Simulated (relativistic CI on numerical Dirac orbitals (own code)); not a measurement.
# What each ingredient does to the levels of Cs XXII

Base calculation: Dirac-Coulomb-Breit CI, separate exchange-only KLI orbitals for each configuration, a model potential for QED, unscaled Slater integrals.

CI space (outside the closed core [Ar] 3d10): 4s²4p⁴, 4s4p⁵, 4s²4p³4d, 4p⁶, 4s4p⁴4d, 4s²4p³4f, 4s4p⁴4f, 4p⁵4d, 4s4p³4d², 4s²4p²4d4f, 4p⁵4f, 4s²4p³5s, 4p⁴4d², 4p³4d³, 4p³4d²4f, 4p³4d²5s. Double excitations out of closed p, d and f shells are left out; levels of such configurations are missing from the list, as are those of other unlisted configurations, and high levels can miss mixing partners.

Variants: (1) one mean potential for all configurations; (2) non-relativistic limit. Shifts of the energy above 4s²4p⁴ ³P2, in cm⁻¹, for the lowest level and the first level of each name with at least 55 % of one term (blank where a level changes its place among those of its configuration and J or its character, or is not in the variant):

```csv
Level,Base,Δ(1),Δ(2)
4s²4p⁴ ³P2,0,0,0
4s²4p⁴ ³P1,133795,+5,-133795
4s²4p⁴ ¹D2,159241,0,-124125
4s4p⁵ ³P°2,549676,+32,-157922
4s4p⁵ ³P°1,596100,+24,-204346
4s4p⁵ ³P°0,680728,-12,-288973
4s²4p³4d ³D°1,795298,-84,-141034
4s²4p³4d ¹S°0,805592,-77,-141506
4s²4p³4d ³F°3,817457,-79,-147464
4s²4p³4d ³D°3,829298,-77,
4s²4p³4d ³G°4,837822,-80,
4s²4p³4d ³F°4,845732,-82,
4s²4p³4d ³G°5,873398,-82,-175025
4s²4p³4d ³S°1,970640,-91,
```

At this charge energies of transitions that change n are usually good to better than 1 %, and those within a shell (Δn = 0) to a few per cent.

Ionisation energy from the two ground configurations alone: base 665.572 eV. The NIST ASD value (theoretical) is 666 eV.

LS names give the leading component of a level, which can be under half, so a name can repeat, a term be missing and a line seem to break the LS rules.
